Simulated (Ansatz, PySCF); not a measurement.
Process, species as SMILES: ClC(Cl)Cl [chloroform] + 2 C (CH4) -> 3 CCl (CH3Cl)
Geometries: B3LYP-D3(BJ)/def2-TZVP minima from Ansatz (a quantum-chemistry and plane-wave program).

Wanted: bond separation energy (0 K, with B3LYP-D3(BJ) harmonic zero-point energies from PySCF), in kcal/mol. Cores are frozen in the correlated levels unless marked. No spin-orbit coupling. Non-relativistic. Basis-set limits of correlation are two-point, X^-3; Hartree-Fock from the larger set. The bracket is a focal-point correction in the basis named.

| level | program | bond separation energy (kcal/mol) | minus last row |
|---|---|---|---|
| HF/6-31G* | Ansatz | -9.6 | -10.0 |
| PBE0-D3(BJ)/def2-TZVP | Ansatz + dftd3 | 1.0 | 0.6 |
| B2GP-PLYP-D3(BJ)/def2-TZVPD | Ansatz + dftd3 | 0.9 | 0.5 |
| MP2/aug-cc-pV(T+d)Z | Ansatz | 2.5 | 2.1 |
| MP2/cc-pV(T+d)Z | Ansatz | 2.8 | 2.4 |
| RI-MP2/aug-cc-pV(T+d)Z | Ansatz | 2.5 | 2.1 |
| SCS-MP2/cc-pV(D+d)Z | Ansatz | 1.0 | 0.6 |
| CCSD(T)/cc-pV(T+d)Z | Ansatz | 0.7 | 0.3 |
| RI-MP2/CBS(aug-cc-pV(T+d)Z,aug-cc-pV(Q+d)Z)+[CCSD(T)-MP2]/aug-cc-pV(T+d)Z | Ansatz | 0.4 | 0.0 |
| CCSD(T)/CBS(cc-pV(T+d)Z,cc-pV(Q+d)Z) | Ansatz | 0.4 | 0.0 |
